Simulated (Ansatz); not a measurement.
Abstraction of H: SnH3Br + C2H7Si → SnH2Br + C2H8Si

Species: SnH3Br `[Br][SnH3]`, singlet; C2H7Si `CC[SiH2]`, doublet; SnH2Br `[Br][SnH2]`, doublet; C2H8Si `CC[SiH3]`, singlet. A radical takes H: the energy is the difference in strength between the Sn–H bond broken and the Si–H bond made.

Shapes, held fixed at every level: PBE0-D4/def2-TZVP. Flexible molecules stand in one conformer, not always the lowest. Programs: Ansatz 0.2.0. The zero-point and thermal change to 298 K, harmonic and unscaled (PBE0-D4/def2-TZVP), is +3.1 kJ/mol.

```
               level                    kind  ΔH(298 K) (kJ/mol)  less CCSD(T)/def2-SVP  CPU time (sum over the molecules)
      MP2/def2-TZVPP     perturbation theory               -70.8                   +2.0                                  –
    SPW92/def2-TZVPP                     LDA               -74.6                   -1.8                               13 s
r2SCAN-D4/def2-TZVPP                meta-GGA               -73.8                   -1.0                               55 s
 B3LYP-D4/def2-TZVPP           global hybrid               -80.9                   -8.1                               42 s
  wB97M-V/def2-TZVPP  range-separated hybrid               -82.7                   -9.9                              2 min
  wB97X-V/def2-TZVPP  range-separated hybrid               -74.4                   -1.6                               85 s
    CCSD(T)/def2-SVP   coupled cluster or CI               -72.8                    0.0                               40 s
```

The highest level, CCSD(T)/def2-SVP, gives ΔH(298 K) = -72.8 kJ/mol; the levels span -82.7 to -70.8. The column of differences is taken from that level and isn't an error. No measured value is set beside it here. Open shells run unrestricted. For atoms past krypton def2 sets carry core potentials with scalar relativity. Relativity is left out for Br. Outer-core shells of Br, Sn are correlated, in sets that cover them unevenly. Times are processor times on shared x86 and Arm servers, and rough.
